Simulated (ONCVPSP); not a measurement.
## Configuration tests for Co (Z = 27) (ONCV)

- Element: Co (Z = 27)
- Generator: ONCVPSP 4.0.1
- Type: optimised norm-conserving Vanderbilt (ONCV)
- Functional: PBEsol
- Relativity: scalar-relativistic
- Frozen core: [Ne]
- Valence charge: 17
- Reference configuration: 3s2 3p6 3d7 4s1.75 (charge +0.25)
- Partial waves: 3s+4s: rc 1.35 bohr, ncon 4, nbas 7, qcut 10.2 1/bohr, 2 projectors; 3p: rc 1.00 bohr, ncon 5, nbas 10, qcut 15.4 1/bohr, 2 projectors, debl 2.2 Ha; 3d: rc 1.70 bohr, ncon 4, nbas 8, qcut 7.3 1/bohr, 2 projectors, debl 0.4 Ha; f scattering state at 0.08 Ha: rc 1.40 bohr, ncon 3, nbas 7, qcut 6.9 1/bohr, 3 projectors, debl 3.5 Ha
- Local potential: polynomial inside 0.65 bohr (lpopt 5, dvloc0 3 Ha)
- Core correction: Teter function, fcfact 3, rcfact 1.55

In the p channel the program set the typed energies aside and used -2.483, 0.250 Ha.

Energies are relative to the spin-unpolarised reference configuration 3s2 3p6 3d7 4s1.75; without spin polarisation the order of configurations can differ from experiment.

| valence configuration | charge | ΔE all-electron (eV) | error AE − PS (meV) |
| --- | --- | --- | --- |
| 3s2 3p6 3d7 4s2 | 0 | -1.586 | +0.3 |
| 3s2 3p6 3d7 4s1 | +1 | 7.460 | +1.4 |
| 3s2 3p6 3d7 4s0 | +2 | 24.157 | +11 |
| 3s2 3p6 3d7 4s0 4p2 | 0 | 7.430 | +1.4 |
